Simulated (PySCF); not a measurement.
A small calculation by hand: chemical shift, span and skew from a shielding tensor

Cl2H5NSi2, SMILES N[SiH2][SiH](Cl)Cl. Atoms are numbered in the order given.

```xyz
10

Si     0.5490    -0.7226     0.0000
Cl     1.1879     0.3220     1.6956
Cl     1.1879     0.3220    -1.6956
Si    -1.7941    -0.5497     0.0000
N     -2.2250     1.1351     0.0000
H      1.2557    -2.0313     0.0000
H     -2.3386    -1.1967    -1.2267
H     -2.3386    -1.1967     1.2267
H     -1.9814     1.6718     0.8298
H     -1.9814     1.6718    -0.8298
```

Geometry: B3LYP-D3(BJ)/def2-SVP. This is a generated structure with no PubChem entry under its InChIKey; it may be hypothetical. The values are those of a single conformer.

GIAO shieldings from PySCF with PBE0/pcSseg-1, non-relativistic, no solvent. The symmetric part of the tensor of Si4 has the principal values 365.0, 382.0, 447.8 ppm. The same nucleus in TMS has σ = 352.7 ppm at this level (PySCF, at its B3LYP-D3(BJ)/def2-TZVP geometry). Without spin–orbit terms, shifts of atoms bonded to Cl or Br come out too high.

Q: Work out the isotropic shielding, the ²⁹Si shift against TMS, the span and the skew.

A: 
σ(iso) = (σ11 + σ22 + σ33)/3 = 398.3 ppm. δ = σ(ref) − σ(iso) = 352.7 − (398.3) = -45.6 ppm.
Span Ω = σ33 − σ11 = 82.8 ppm. Skew κ = 3(σ(iso) − σ22)/Ω = 0.59. Tumbling in solution averages the tensor to δ; in a static solid the shielding alone would spread this spin-1/2 line over Ω.
